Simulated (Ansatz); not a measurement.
Consider the atomization: `C[SiH](Cl)[NH][AlH2]` → Al• + C• + Cl• + 7 H• + N• + Si•.

Isolated molecules relaxed with PBE0-D4/def2-TZVP in Ansatz; ΔE leaves out vibrations. CCSD(T)/CBS adds triple-zeta CCSD(T) − MP2 to the extrapolated MP2 energy (def2 sets, frozen cores). This one scheme is used for every species, atoms too. Functionals use def2-TZVPP. B3LYP here is the variant with VWN-RPA as its local correlation; programs differ in this. Open shells (•) are unrestricted, without spin–orbit coupling. Spin–orbit coupling would lower the free atoms: a little for Al, C, Cl, Si. One conformer a species, not always the lowest.

```tsv
level	ΔE (eV)	difference from CCSD(T)/CBS
PBE-D4	42.21	0.01
B3LYP-D4	42.06	-0.14
ωB97X-V	42.38	0.18
ωB97M-V	42.32	0.12
r2SCAN	42.05	-0.15
PBE0	41.58	-0.62
SCS-MP2/def2-TZVPP	41.50	-0.70
CCSD(T)/def2-TZVPP	41.01	-1.19
HF/def2-QZVPP	31.46	-10.74
MP2/CBS(def2)	42.62	0.42
CCSD(T)/CBS	42.20	0
```

Largest T1 diagnostic among the species: 0.018.

From PBE to PBE0 (25 % exact exchange), in def2-TZVPP and without D4, ΔE moves by −0.32 eV: exact exchange takes away binding that semilocal exchange gives to molecules. In def2-TZVPP, CCSD(T) changes the Hartree–Fock value by +9.64 eV (the triples alone add +0.52 eV) and MP2 by +10.06 eV; breaking electron pairs costs correlation energy, which Hartree–Fock lacks. The D4 term adds +0.49 eV with B3LYP and +0.26 eV with PBE0; it sums over pairs of atoms, weighted by their polarisabilities, and B3LYP, whose exchange is more repulsive, gets the larger term.

For atomizations the MP2-based limit and the directly extrapolated one differ by several kJ/mol either way, and by 10 to 25 for some Ge, Se and Sn compounds, so smaller differences from it don't rank the levels.
